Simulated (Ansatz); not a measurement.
Mulliken charges of CH6GeOS, SMILES `C[S][GeH2][OH]` from ωB97M-V/def2-TZVPP in Ansatz (PBE0-D4/def2-TZVP geometry).

```json
{"atom": "C1", "x (Å)": "-1.145", "y (Å)": "1.159", "z (Å)": "-0.561", "charge (e)": "-0.359"}
{"atom": "S2", "x (Å)": "-1.307", "y (Å)": "-0.632", "z (Å)": "-0.313", "charge (e)": "-0.203"}
{"atom": "Ge3", "x (Å)": "0.574", "y (Å)": "-1.052", "z (Å)": "0.768", "charge (e)": "0.355"}
{"atom": "O4", "x (Å)": "1.965", "y (Å)": "-1.305", "z (Å)": "-0.314", "charge (e)": "-0.413"}
{"atom": "H5", "x (Å)": "-0.394", "y (Å)": "1.394", "z (Å)": "-1.315", "charge (e)": "0.136"}
{"atom": "H6", "x (Å)": "-0.906", "y (Å)": "1.668", "z (Å)": "0.373", "charge (e)": "0.144"}
{"atom": "H7", "x (Å)": "-2.113", "y (Å)": "1.514", "z (Å)": "-0.914", "charge (e)": "0.142"}
{"atom": "H8", "x (Å)": "0.429", "y (Å)": "-2.386", "z (Å)": "1.502", "charge (e)": "0.037"}
{"atom": "H9", "x (Å)": "0.859", "y (Å)": "0.157", "z (Å)": "1.683", "charge (e)": "0.001"}
{"atom": "H10", "x (Å)": "2.122", "y (Å)": "-0.566", "z (Å)": "-0.906", "charge (e)": "0.160"}
```

Q: By hand: the dipole of these point charges (1 e Å = 4.8032 D).

A: Σ q r = (-0.059, 0.344, 0.325) e Å, of length 0.477 e Å = 2.29 D.

Q: How does the dipole of the full density compare? (Best estimate.)

A: The calculation gave: (-0.017, 0.496, 0.020) e Å, 2.39 D; the point charges give 0.96 times that, at 41° from its direction.

Point charges leave out the atoms' own dipoles, such as those of lone pairs, and Mulliken's split depends on the basis, so the two needn't agree.
